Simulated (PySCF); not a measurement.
# Radial density of Dy⁵⁴⁺ (dysprosium, charge +54)

UHF, [Ne] 3s2, closed-shell 1S. All numbers are calculated (PySCF 2.14, the non-relativistic Hamiltonian (point nucleus), in an uncontracted even-tempered set (16 s from 14 bohr⁻², ratio 2.5; 10 p from 18 bohr⁻², ratio 2.5; 4 d from 65 bohr⁻², ratio 2.7; 4 f from 97 bohr⁻², ratio 2.7)).

```
r (bohr)  4πr²ρ (e/bohr)
0.000355          0.3108
0.000597          0.8516
 0.00100           2.283
 0.00169           5.902
 0.00284           14.34
 0.00478           31.43
 0.00804           57.94
  0.0135           80.72
  0.0227           76.73
  0.0382           70.27
  0.0643           96.99
   0.108           56.63
   0.182           15.51
   0.306           5.293
   0.515         0.09315
```

A non-relativistic calculation at this Z misses sizeable relativistic shifts. Spin-orbit coupling, which splits the p, d and f shells strongly at this Z, is absent.
